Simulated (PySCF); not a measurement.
Run record for `CC(=O)/C=C/C#N`: B3LYP/def2-TZVP, full TDDFT, 3 singlets.

Method: TDDFT B3LYP/def2-TZVP, vertical, gas phase, core orbitals frozen in the response (PySCF 2.14.0, density-fitted response routines). Geometry: GFN2-xTB. The input is one job of a driver script: a line of settings, then coordinates in Å.

Command:
```bash
OMP_NUM_THREADS=1 python probes_run.py task.json out
```

Input:
```
{"job": {"kind": "uv", "xc": "B3LYP", "basis": "def2-TZVP", "nstates": 3, "ntriplets": 0, "tda": false}, "charge": 0, "multiplicity": 1}
C     -1.827225     0.952050    -0.273272
C     -0.972594    -0.237137     0.069581
O     -1.417889    -1.332390     0.319108
C      0.485079     0.039272     0.072096
C      1.360938    -0.939433     0.328138
C      2.753487    -0.748078     0.337648
N      3.889638    -0.591491     0.345137
H     -1.564441     1.314664    -1.265627
H     -2.878637     0.680183    -0.250942
H     -1.642389     1.755610     0.437563
H      0.811727     1.046900    -0.141846
H      1.003506    -1.940836     0.540518
```

**Question.** Predict the output.

**Answer.** 
```
coarse grid: 10680 points
cycle   1  E = -323.4373346961  dE =  1.068e+00  |g| = 9.310e-01  |ddm| = 2.953e+00
cycle   2  E = -322.6612856711  dE =  7.760e-01  |g| = 2.141e+00  |ddm| = 7.581e+00
cycle   3  E = -323.6033111714  dE = -9.420e-01  |g| = 2.007e-01  |ddm| = 6.591e+00
cycle   4  E = -323.6115889265  dE = -8.278e-03  |g| = 8.666e-02  |ddm| = 2.046e-01
cycle   5  E = -323.6129764072  dE = -1.387e-03  |g| = 4.394e-02  |ddm| = 9.702e-02
cycle   6  E = -323.6133881421  dE = -4.117e-04  |g| = 9.117e-03  |ddm| = 5.464e-02
cycle   7  E = -323.6134019611  dE = -1.382e-05  |g| = 4.114e-03  |ddm| = 7.828e-03
cycle   8  E = -323.6134051284  dE = -3.167e-06  |g| = 1.647e-03  |ddm| = 4.458e-03
final grid: 105104 points
cycle   9  E = -323.6075815322  dE = -4.351e-05  |g| = 6.581e-03  |ddm| = 7.685e-02
cycle  10  E = -323.6075621948  dE =  1.934e-05  |g| = 1.142e-02  |ddm| = 1.350e-02
cycle  11  E = -323.6075902939  dE = -2.810e-05  |g| = 2.447e-03  |ddm| = 1.274e-02
cycle  12  E = -323.6075913918  dE = -1.098e-06  |g| = 5.569e-04  |ddm| = 3.536e-03
cycle  13  E = -323.6075914380  dE = -4.624e-08  |g| = 3.199e-04  |ddm| = 7.559e-04
cycle  14  E = -323.6075914615  dE = -2.349e-08  |g| = 7.597e-05  |ddm| = 4.250e-04
cycle  15  E = -323.6075914625  dE = -9.683e-10  |g| = 3.037e-05  |ddm| = 8.118e-05
converged SCF energy = -323.6075914625

Static polarisability (au): isotropic 69.273, principal 40.713 59.474 107.633

Singlet excitations
state   eV       nm        f      main configurations
  1   3.2248    384.5   0.00001   H->L 0.98
  2   5.1845    239.1   0.39523   H-1->L 0.94
  3   5.3663    231.0   0.00016   H-2->L 0.98
```

The SCF starts on a coarse grid where the log names one; the energy can jump when the final grid takes over, and dE then counts from the start density on the new grid. H and L stand for HOMO and LUMO; the number after each pair is its weight.

**Question.** Give the mean polarisability as a volume in Å³, and the ratio of the largest to the smallest principal value.

**Answer.** 69.273 au × 0.148185 = 10.27 Å³; 107.633/40.713 = 2.64.

**Question.** How does the lowest singlet excitation compare with the HOMO–LUMO gap?

**Answer.** HOMO -7.77 eV and LUMO -3.16 eV give a gap of 4.61 eV; S1 at 3.22 eV lies 1.39 eV below it.

In short: SCF converged in 15 cycles with 247 basis and 737 fitting functions; HOMO -7.77 eV, LUMO -3.16 eV; lowest singlet 3.22 eV; mean polarisability 69.3 au.

Hardware: Arm Neoverse V1, one thread, shared host with 32 logical CPUs at a one-minute load of 18. Cost: 33 s (with the writing of density and orbital grids), 1.0 GiB resident at most.

The values belong to the conformer `[CH3:1][C:2](=[O:3])/[CH:4]=[CH:5]/[C:6]#[N:7]`: C1–C2–C4–C5 -178°.
